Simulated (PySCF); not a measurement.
**From computed data to an observable: chemical shift, span and skew from a shielding tensor**

BeF₂, SMILES [F][Be][F]. Atoms are numbered in the order given.

```xyz
3

Be     0.0000     0.0000     0.0000
F      0.0000     0.0000    -1.3818
F      0.0000     0.0000     1.3818
```

Geometry: r2SCAN-D4/def2-TZVP. The isomer is the one that the SMILES or the coordinates give; other isomers of the formula were not compared.

GIAO shieldings from PBE/pcSseg-2 in PySCF, non-relativistic, no solvent. The symmetric part of the tensor of F2 has the principal values 318.7, 318.7, 482.8 ppm. The same nucleus in CFCl3 has σ = 132.0 ppm at this level (PySCF, at its B3LYP-D3(BJ)/def2-TZVP geometry).

Problem. Work out the isotropic shielding, the ¹⁹F shift against CFCl3, the span and the skew.

Solution. 
σ(iso) = (σ11 + σ22 + σ33)/3 = 373.4 ppm. δ = σ(ref) − σ(iso) = 132.0 − (373.4) = -241.4 ppm.
Span Ω = σ33 − σ11 = 164.1 ppm. Skew κ = 3(σ(iso) − σ22)/Ω = 1.00, an axial tensor. Tumbling in solution averages the tensor to δ; in a static solid the shielding alone would spread this spin-1/2 line over Ω.
